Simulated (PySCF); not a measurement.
**Ti²⁺ (titanium, charge +2) across methods**

[Ar] 3d2, high-spin 3F determinant. All numbers are calculated (PySCF 2.14, scalar relativity by spin-free X2C-1e, in ANO-RCC-VTZP (6s5p3d2f1g, 59 functions)).

```json
{"method": "UHF", "E (hartree)": "-852.06868", "mean ε 3p α (eV)": "-66.929", "mean ε 3p β (eV)": "-62.459", "mean ε 3d α (eV)": "-27.909", "Σ⟨r²⟩ (bohr²)": "16.36", "⟨S²⟩": "2.003"}
{"method": "B3LYP", "E (hartree)": "-852.979", "mean ε 3p α (eV)": "-57.854", "mean ε 3p β (eV)": "-55.657", "mean ε 3d α (eV)": "-22.451", "Σ⟨r²⟩ (bohr²)": "16.58", "⟨S²⟩": "2.001"}
{"method": "PBE", "E (hartree)": "-852.726", "mean ε 3p α (eV)": "-55.360", "mean ε 3p β (eV)": "-53.589", "mean ε 3d α (eV)": "-20.823", "Σ⟨r²⟩ (bohr²)": "16.65", "⟨S²⟩": "2.000"}
{"method": "HSE06", "E (hartree)": "-852.792", "mean ε 3p α (eV)": "-58.073", "mean ε 3p β (eV)": "-55.728", "mean ε 3d α (eV)": "-22.312", "Σ⟨r²⟩ (bohr²)": "16.52", "⟨S²⟩": "2.001"}
{"method": "revPBE", "E (hartree)": "-852.864", "mean ε 3p α (eV)": "-55.328", "mean ε 3p β (eV)": "-53.558", "mean ε 3d α (eV)": "-20.794", "Σ⟨r²⟩ (bohr²)": "16.63", "⟨S²⟩": "2.000"}
{"method": "PBE0", "E (hartree)": "-852.769", "mean ε 3p α (eV)": "-58.512", "mean ε 3p β (eV)": "-56.144", "mean ε 3d α (eV)": "-22.740", "Σ⟨r²⟩ (bohr²)": "16.51", "⟨S²⟩": "2.001"}
{"method": "LDA", "E (hartree)": "-850.838", "mean ε 3p α (eV)": "-55.417", "mean ε 3p β (eV)": "-53.681", "mean ε 3d α (eV)": "-20.765", "Σ⟨r²⟩ (bohr²)": "16.68", "⟨S²⟩": "2.000"}
{"method": "r2SCAN", "E (hartree)": "-852.925", "mean ε 3p α (eV)": "-56.381", "mean ε 3p β (eV)": "-54.281", "mean ε 3d α (eV)": "-21.166", "Σ⟨r²⟩ (bohr²)": "16.49", "⟨S²⟩": "2.001"}
```
